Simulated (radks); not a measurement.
Question: These are the eigenvalues of the occupied orbitals of an atom or ion with whole-number occupations (eV). Calculated with a radial shooting solver on a logarithmic mesh with Libxc functionals: Dirac Kohn-Sham, exchange-only PBE, spin-unpolarised, spherical densities, finite nucleus; Fermi nuclear charge, rms radius of each element as measured or else 0.836 A^(1/3) + 0.57 fm.

1s1/2: -30326.78
2s1/2: -4648.937
2p1/2: -4352.258
2p3/2: -4100.390
3s1/2: -944.7837
3p1/2: -823.4892
3p3/2: -777.0165
3d3/2: -562.7652
3d5/2: -553.1049
4s1/2: -189.9929
4p1/2: -148.9307
4p3/2: -140.2995
4d3/2: -75.1662
4d5/2: -73.8936
5s1/2: -49.0135

Which element is it, and in what charge state? The configuration may be excited. Open shells, if any, fill j = l - 1/2 first.

Answer: Z = 51, antimony, charge +4: Sb4+ in [Kr] 4d10 5s1. The list shows which subshells hold electrons but not how many an open one holds; the 1s level, -1114.5 hartree, gives Z - s = 47.2 by -(Z - s)^2/2, which with screening and relativity narrows Z to a few neighbours, and the depths of the outer levels then fix element, charge and occupations together.
